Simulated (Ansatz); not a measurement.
`CC[TeH]`, 9 atoms. Total charge 0; spin multiplicity 1. Correlated methods include outer-core shells of Te, which these sets cover unevenly. Te: def2 effective core potential. All runs use 2 threads of a server CPU on a shared host. Correlated methods freeze the cores.

Question: How many basis functions does each run have, and how long does it take in Ansatz? RKS PBE0-D4/def2-TZVPP energy; RKS PBE0-D4/def2-SVP energy; RHF-MP2/def2-QZVPP energy; RKS revPBE-D4/def2-TZVPP energy; RKS ωB97M-V/def2-SVP energy; direct RPA on PBE orbitals/def2-TZVPP energy; RKS PBE0-D4/def2-QZVPP energy; RKS ωB97M-V/def2-QZVPP energy; RHF-CCSD(T)/def2-SVP energy; RKS PBE0-D4/def2-TZVP frequencies; RKS PBE-QIDH (frozen core)/def2-TZVPP energy; RKS PBE0-D4/def2-TZVP relaxation (5 steps). (An estimate is asked.)

Answer: Ansatz gave: Other jobs shared the machine, so times are rough.

| level | job | functions | wall time | peak host memory (GiB) |
| --- | --- | --- | --- | --- |
| RKS PBE0-D4/def2-SVP | energy | 84 | 1.1 s | 0.15 |
| RKS revPBE-D4/def2-TZVPP | energy | 196 | 2.3 s | 0.2 |
| RKS PBE0-D4/def2-TZVPP | energy | 196 | 3.2 s | 0.36 |
| RHF-CCSD(T)/def2-SVP | energy | 84 | 4.7 s | 0.31 |
| RKS ωB97M-V/def2-SVP | energy | 84 | 5 s | 0.23 |
| direct RPA on PBE orbitals/def2-TZVPP | energy | 196 | 6.5 s | 0.41 |
| RKS PBE-QIDH (frozen core)/def2-TZVPP | energy | 196 | 7 s | 0.44 |
| RKS PBE0-D4/def2-QZVPP | energy | 376 | 8 s | 0.95 |
| RKS PBE0-D4/def2-TZVP | relaxation (5 steps) | 148 | 19 s | 0.29 |
| RKS ωB97M-V/def2-QZVPP | energy | 376 | 21 s | 1.2 |
| RHF-MP2/def2-QZVPP | energy | 376 | 21 s | 1.7 |
| RKS PBE0-D4/def2-TZVP | frequencies | 148 | 2 min | 0.29 |
